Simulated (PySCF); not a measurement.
**Electric field gradients and quadrupole coupling constants**

Compound: C2H11O2PSi2.
Z-matrix (Å and degrees, GFN2-xTB geometry), rows numbered from 1:
```
C 
O   1  1.3957
Si  2  1.6220  1  128.25
C   3  1.8970  2  112.63  1   -60.27
O   3  1.6196  2  103.22  1   179.86
Si  5  1.6145  3  151.94  2    84.43
P   6  2.2429  5  109.12  3    23.92
H   1  1.0927  2  111.04  3    61.11
H   1  1.0923  2  110.81  3   -59.58
H   1  1.0903  2  107.95  3  -179.07
H   3  1.4611  2  112.01  1    68.83
H   4  1.0854  3  111.32  2  -173.08
H   4  1.0868  3  112.16  2    66.42
H   4  1.0892  3  110.80  2   -53.93
H   6  1.4644  5  107.15  3  -100.44
H   6  1.4630  5  104.71  3   139.92
H   7  1.3864  6   95.68  5   -85.58
H   7  1.3843  6   94.72  5  -178.37
```

Field gradients from the PBE0/pcSseg-1 density (PySCF, non-relativistic), principal values in atomic units, ordered |Vxx| ≤ |Vyy| ≤ |Vzz|:

```csv
atom,Vxx,Vyy,Vzz
O2,-0.5158,-1.2115,1.7273
O5,-0.4487,-0.6027,1.0514
```

**Question.** Find the asymmetry η = (Vxx − Vyy)/Vzz and the couplings χ = eQV/h (234.96 MHz × Q in barn × V in au), with Q(17O) = −0.0256 b.

**Answer.** 
| atom | environment | nucleus | η | χzz (MHz) | χxx (MHz) | χyy (MHz) |
| --- | --- | --- | --- | --- | --- | --- |
| O2 | silyl ether oxygen | 17O | 0.40 | -10.39 | 3.10 | 7.29 |
| O5 | siloxane oxygen | 17O | 0.15 | -6.32 | 2.70 | 3.63 |

**Question.** What is Vzz at O2 in SI units (1 au = 9.71736 × 10²¹ V/m²)?

**Answer.** 1.7273 au = 16.785 × 10²¹ V/m².

**Question.** And the gradient at the other heavy atoms, for which no coupling is worked out here?

**Answer.** 
```json
{"atom": "C1", "environment": "methoxy carbon", "Vzz (au)": "0.408", "η": "0.06"}
{"atom": "Si3", "environment": "oxygen-bound silicon", "Vzz (au)": "-0.430", "η": "0.81"}
{"atom": "C4", "environment": "Si-methyl carbon", "Vzz (au)": "-0.072", "η": "0.21"}
{"atom": "Si6", "environment": "oxygen-bound silicon", "Vzz (au)": "0.432", "η": "0.91"}
{"atom": "P7", "environment": "three-coordinate phosphorus", "Vzz (au)": "-0.978", "η": "0.47"}
```

**Question.** What couplings would deuterons (Q(2H) = 0.00286 b) have in place of the hydrogens, at this geometry?

**Answer.** 
```json
{"atom": "H8", "bonded to": "C1", "bond length (Å)": "1.093", "Vzz (au)": "0.2971", "η": "0.08", "χzz (kHz)": "200"}
{"atom": "H9", "bonded to": "C1", "bond length (Å)": "1.092", "Vzz (au)": "0.2972", "η": "0.08", "χzz (kHz)": "200"}
{"atom": "H10", "bonded to": "C1", "bond length (Å)": "1.090", "Vzz (au)": "0.3020", "η": "0.07", "χzz (kHz)": "203"}
{"atom": "H11", "bonded to": "Si3", "bond length (Å)": "1.461", "Vzz (au)": "0.1604", "η": "0.01", "χzz (kHz)": "108"}
{"atom": "H12", "bonded to": "C4", "bond length (Å)": "1.085", "Vzz (au)": "0.3257", "η": "0.01", "χzz (kHz)": "219"}
{"atom": "H13", "bonded to": "C4", "bond length (Å)": "1.087", "Vzz (au)": "0.3255", "η": "0.01", "χzz (kHz)": "219"}
{"atom": "H14", "bonded to": "C4", "bond length (Å)": "1.089", "Vzz (au)": "0.3196", "η": "0.02", "χzz (kHz)": "215"}
{"atom": "H15", "bonded to": "Si6", "bond length (Å)": "1.464", "Vzz (au)": "0.1589", "η": "0.01", "χzz (kHz)": "107"}
{"atom": "H16", "bonded to": "Si6", "bond length (Å)": "1.463", "Vzz (au)": "0.1600", "η": "0.01", "χzz (kHz)": "108"}
{"atom": "H17", "bonded to": "P7", "bond length (Å)": "1.386", "Vzz (au)": "0.2118", "η": "0.07", "χzz (kHz)": "142"}
{"atom": "H18", "bonded to": "P7", "bond length (Å)": "1.384", "Vzz (au)": "0.2147", "η": "0.07", "χzz (kHz)": "144"}
```

Isolated species at its GFN2-xTB geometry (one conformer only). GFN2-xTB bond lengths can be off by several hundredths of an ångström, more for odd bonds, and the gradients follow them. With so small a basis the couplings can be 20 % off.
